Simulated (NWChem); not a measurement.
System: C2H3FO2Si; SMILES O=C1OC[Si@H]1F

The following NWChem deck was run.

```
start job
memory heap 200 mb stack 900 mb global 1100 mb
geometry units angstroms noautoz
  O      1.332349    -1.817797     0.089051
  C      0.467891    -1.011541    -0.002226
  O     -0.866741    -1.277164     0.202116
  C     -1.544715    -0.005551     0.069903
  Si     0.077889     0.837054    -0.424670
  F      0.648639     1.986395     0.563911
  H     -2.342353    -0.080080    -0.684393
  H     -1.984343     0.296946     1.032772
  H      0.265927     1.324207    -1.816294
end
basis spherical
  * library def2-tzvp
end
dft
  xc pw6b95
  iterations 150
  semidirect filesize 400000000
  mulliken
end
task dft energy
```

The geometry was optimised at PBE0/def2-SVP.

Problem. Predict the main results of this run. (PW6B95/def2-TZVP.) Quantities: energy (Ha); highest occupied level (eV); orbital gap (eV); dipole (D).

Solution. The energy (Ha) comes out as -618.62 and the highest occupied level (eV) is -8.06. The orbital gap (eV) is 6.58 and the dipole (D) comes out as 3.85.
